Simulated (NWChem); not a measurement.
Everything below was run with NWChem. System: C2H8AlN, charge 0, spin multiplicity 1, at a geometry optimised with B3LYP/def2-SVP. The structure started from a generated list of species. Level: MP2/def2-TZVP, 8 core orbitals frozen.

Input file:

```
start mol
memory heap 200 mb stack 800 mb global 1000 mb
geometry units angstroms nocenter noautoz
  Al     0.000000     0.000000     1.479422
  H      1.404102     0.000000     2.210967
  H     -1.404102     0.000000     2.210967
  N      0.000000     0.000000    -0.311408
  C     -1.208167     0.000000    -1.117194
  C      1.208167     0.000000    -1.117194
  H     -1.263758     0.889950    -1.776650
  H     -1.263758    -0.889950    -1.776650
  H     -2.107064     0.000000    -0.480815
  H      1.263758    -0.889950    -1.776650
  H      1.263758     0.889950    -1.776650
  H      2.107064     0.000000    -0.480815
  symmetry group C2v
end
basis spherical
  * library def2-tzvp
end
scf
  rhf
  nopen 0
  maxiter 100
  thresh 1e-7
  semidirect memsize 60000000 filesize 0
end
mp2
  freeze core 8
end
task mp2 energy
```

Output (cleaned and shortened):

```
             Northwest Computational Chemistry Package (NWChem) 7.3.0
             --------------------------------------------------------

                                NWChem Input Module
                                -------------------

 Scaling coordinates for geometry "geometry" by  1.889725989
 (inverse scale =  0.529177249)

 Turning off AUTOSYM since
 SYMMETRY directive was detected!

                             Geometry "geometry" -> ""
                             -------------------------

 Output coordinates in angstroms (scale by  1.889725989 to convert to a.u.)

  No.       Tag          Charge          X              Y              Z
 ---- ---------------- ---------- -------------- -------------- --------------
    1 Al                  13.0000     0.00000000     0.00000000     1.47942200
    2 H                    1.0000     1.40410200     0.00000000     2.21096700
    3 H                    1.0000    -1.40410200     0.00000000     2.21096700
    4 N                    7.0000     0.00000000     0.00000000    -0.31140800
    5 C                    6.0000    -1.20816700     0.00000000    -1.11719400
    6 C                    6.0000     1.20816700     0.00000000    -1.11719400
    7 H                    1.0000    -1.26375800     0.88995000    -1.77665000
    8 H                    1.0000    -1.26375800    -0.88995000    -1.77665000
    9 H                    1.0000    -2.10706400     0.00000000    -0.48081500
   10 H                    1.0000     1.26375800    -0.88995000    -1.77665000
   11 H                    1.0000     1.26375800     0.88995000    -1.77665000
   12 H                    1.0000     2.10706400     0.00000000    -0.48081500

 Effective nuclear repulsion energy (a.u.)     160.5298116235

            Nuclear Dipole moment (a.u.)
            ----------------------------
        X                 Y               Z
 ---------------- ---------------- ----------------
     0.0000000000     0.0000000000     0.0000113384

      Symmetry information
      --------------------

 Group name             C2v
 Group number             16
 Group order               4
 No. of unique centers     6

      Symmetry unique atoms

     1    2    4    5    7    9


 Summary of "ao basis" -> "" (spherical)
 ------------------------------------------------------------------------------
       Tag                 Description            Shells   Functions and Types
 ---------------- ------------------------------  ------  ---------------------
 *                         def2-tzvp                  on all atoms

 Summary of "ao basis" -> "ao basis" (spherical)
 ------------------------------------------------------------------------------
       Tag                 Description            Shells   Functions and Types
 ---------------- ------------------------------  ------  ---------------------
 Al                        def2-tzvp                13       37   5s5p2d1f
 H                         def2-tzvp                 4        6   3s1p
 N                         def2-tzvp                11       31   5s3p2d1f
 C                         def2-tzvp                11       31   5s3p2d1f

                                 NWChem SCF Module
                                 -----------------

  ao basis        = "ao basis"
  functions       =   178
  atoms           =    12
  closed shells   =    20
  open shells     =     0
  charge          =   0.00
  wavefunction    = RHF
  use symmetry    = T
  symmetry adapt  = T

 Summary of "ao basis" -> "ao basis" (spherical)
[...]
  ----- ------------  ---------------      ----- ------------  ---------------
    85      2.850732   5 C  s               116      2.850732   6 C  s
    20      1.903456   1 Al pz                5     -1.475446   1 Al s
    63      0.889944   4 N  pz              145     -0.809745   7 H  s
   151     -0.809745   8 H  s               163     -0.809745  10 H  s
   169     -0.809745  11 H  s               157     -0.700808   9 H  s

 Vector   23  Occ=0.000000D+00  E= 1.449946D-01  Symmetry=a1
              MO Center=  2.5D-15, -1.3D-15,  2.1D+00, r^2= 6.1D+00
   Bfn.  Coefficient  Atom+Function         Bfn.  Coefficient  Atom+Function
  ----- ------------  ---------------      ----- ------------  ---------------
     5      2.615432   1 Al s                40     -1.278196   2 H  s
    46     -1.278196   3 H  s                20      0.822650   1 Al pz
   157     -0.377880   9 H  s               175     -0.377880  12 H  s
    63     -0.372997   4 N  pz               54     -0.368074   4 N  s
   145      0.335512   7 H  s               151      0.335512   8 H  s

 center of mass
 --------------
 x =   0.00000000 y =   0.00000000 z =   0.13113289

 moments of inertia (a.u.)
 ------------------
         415.143945172594           0.000000000000           0.000000000000
           0.000000000000         597.983472747384           0.000000000000
           0.000000000000           0.000000000000         205.643158351490

  Mulliken analysis of the total density
  --------------------------------------

    Atom       Charge   Shell Charges
 -----------   ------   -------------------------------------------------------
    1 Al  13    12.52   2.00  0.65  1.33  0.69  0.25  2.92  2.28  0.82  0.95  0.28  0.16  0.14  0.05
    2 H    1     1.15   0.23  0.57  0.35  0.01
    3 H    1     1.15   0.23  0.57  0.35  0.01
    4 N    7     7.36   0.82  1.16  0.48  0.87  0.15  1.49  1.82  0.52  0.01  0.05  0.00
    5 C    6     6.22   0.85  1.12  0.48  0.66  0.10  1.22  1.33  0.33  0.03  0.09  0.01
    6 C    6     6.22   0.85  1.12  0.48  0.66  0.10  1.22  1.33  0.33  0.03  0.09  0.01
    7 H    1     0.91   0.27  0.50  0.12  0.02
    8 H    1     0.91   0.27  0.50  0.12  0.02
    9 H    1     0.88   0.27  0.50  0.10  0.02
   10 H    1     0.91   0.27  0.50  0.12  0.02
   11 H    1     0.91   0.27  0.50  0.12  0.02
   12 H    1     0.88   0.27  0.50  0.10  0.02

       Multipole analysis of the density wrt the origin
       ------------------------------------------------

     L   x y z        total         open         nuclear
     -   - - -        -----         ----         -------
     0   0 0 0     -0.000000      0.000000     40.000000

     1   1 0 0      0.000000      0.000000      0.000000
     1   0 1 0     -0.000000      0.000000      0.000000
     1   0 0 1     -0.282676      0.000000      0.000011

     2   2 0 0    -27.328257      0.000000    131.153727
     2   1 1 0     -0.000000      0.000000      0.000000
     2   1 0 1      0.000000      0.000000      0.000000
     2   0 2 0    -23.923237      0.000000     11.313289
     2   0 1 1     -0.000000      0.000000      0.000000
     2   0 0 2    -27.333536      0.000000    239.169582

                   NWChem MP2 Semi-direct Energy/Gradient Module
                   ---------------------------------------------

  Basis functions       =    178
  Molecular orbitals    =    178
  Frozen core           =      8
  Frozen virtuals       =      0
  Active alpha occupied =     12
  Active beta occupied  =     12
  Active alpha virtual  =    158
  Active beta virtual   =    158
  Use MO symmetry       = T
  Use skeleton AO sym   = T

  AO/Fock/Back tols     =   1.0D-09  1.0D-09  1.0D-09

 GA uses MA = F    GA memory limited = T

 Available:
  local mem=  1.15D+08
 global mem=  1.31D+08
 local disk=  0.00D+00
  mp2_memr nvloc                   158
  nvloc new                   158
   1 passes of  12:        5242880                     159397                  99567249.
   1 passes of  12: M    114678784           G      131008632           F     109435904.

 Semi-direct pass number   1 of   1  for RHF alpha+beta  at       10.6s
  vrange nnbf                 15437
  mp2_eaftype                   379  avail_ma_in_mb                   999
 EAF : mp2_eaftype filesize         379   49783624.
  mp2_eaf for mointskh                    379
Node 0 wrote    234.1 Mb in      0.1 s     Agg I/O rate:  2160.3 Mb/s
 Done moints_semi at       36.2s
  mp2_eaftype                   379  avail_ma_in_mb                   620
 EAF : mp2_eaftype filesize         379   49783624.
  mp2_eaf for kh                   379
 Done maket at       37.5s
 Done multipass loop at       37.5s

          -------------------------------------------
          SCF energy                -376.821279335962
          Correlation energy          -0.631376672171
          Singlet pairs               -0.426787940351
          Triplet pairs               -0.204588731820
          Total MP2 energy          -377.452656008134
          -------------------------------------------

          ---------------------------------------------------
                    Spin Component Scaled (SCS) MP2
          Same spin pairs                     -0.136392487880
          Same spin scaling factor             0.333333333333
          Opposite spin pairs                 -0.494984184291
          Opposite spin scaling fact.          1.200000000000
          SCS-MP2 correlation energy          -0.639445183776
          Total SCS-MP2 energy              -377.460724519738
          ---------------------------------------------------

 -----------------------
 Performance information
 -----------------------

 Timer overhead =  1.88D-07 seconds/call

               Nr. of calls         CPU time (s)                 Wall time (s)                GFlops
             ---------------    -------------------     ------------------------------   -------------------
Name         Min   Avg   Max    Min     Avg     Max     Min     Avg     Max   Mx/calls   Min     Max     Sum
mp2: moin     1     1     1    26.     26.     26.      26.     26.     26.     26.      0.0     0.0     0.0
mp2: make     1     1     1    1.2     1.2     1.2      1.2     1.2     1.2     1.2      0.0     0.0     0.0
mp2: tota     1     1     1    27.     27.     27.      27.     27.     27.     27.      0.0     0.0     0.0

 The average no. of pstat calls per process was 3.00D+00
 with a timing overhead of 5.63D-07s

 Task  times  cpu:       37.4s     wall:       37.4s

 Total times  cpu:       37.5s     wall:       37.5s
```
